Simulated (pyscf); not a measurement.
**ZnH₂ (SMILES [ZnH2]), singlet**

Gas-phase minimum from PySCF at ωB97X-D3(BJ)/def2-SVP, one conformer. 

```xyz
3

Zn    -0.4798    -0.4463     0.5691
H     -0.4229     0.5490     1.7532
H     -0.5366    -1.4415    -0.6149
```
Charge 0, spin multiplicity 1.

Bonds (Å): Zn1–H2 1.548, Zn1–H3 1.548. Bond angles (°): H2–Zn1–H3 180.0.

Properties at ωB97X-D3(BJ)/def2-SVP:

```json
{
  "harmonic_wavenumbers_unscaled": "639, 639, 1870, 1886 cm⁻¹",
  "zero_point_energy": "7.2 kcal/mol",
  "rotational_symmetry_number": "2",
  "Entropy of this conformer at 298 K and 1 atm, rigid rotor and harmonic oscillator, modes under 100 cm⁻¹ raised to 100": "201.0 J/(mol K)",
  "dipole_moment": "0.00 D"
}
```

Single-point totals, which compare only within one level (frozen core for MP2 and CC):

```
level                   total energy (hartree)
----------------------  ----------------------
ωB97X-D3(BJ)/def2-TZVP             -1780.52991
PBE/def2-TZVP                      -1780.28844
r²SCAN/def2-TZVP                   -1780.54508
B3LYP-D3(BJ)/def2-TZVP             -1780.62099
PBE0-D3(BJ)/def2-TZVP              -1780.30861
M06-2X/def2-TZVP                   -1780.52565
ωB97M-D3(BJ)/def2-TZVP             -1780.59125
HF/def2-TZVPP                      -1778.93018
MP2/def2-TZVPP                     -1779.78698
CCSD/def2-TZVPP                    -1779.71504
CCSD(T)/def2-TZVPP                 -1779.73228
```

The CCSD(T) − MP2 part came from Ansatz, without density fitting, on the same reference. The frozen core leaves the outer d or s,p core shells of the metals and heavy elements correlated in the MP2 and CC values, and def2-TZVPP describes them poorly, so these totals are far from the basis limit. Elements up to Kr have no core potential and no relativistic terms here.
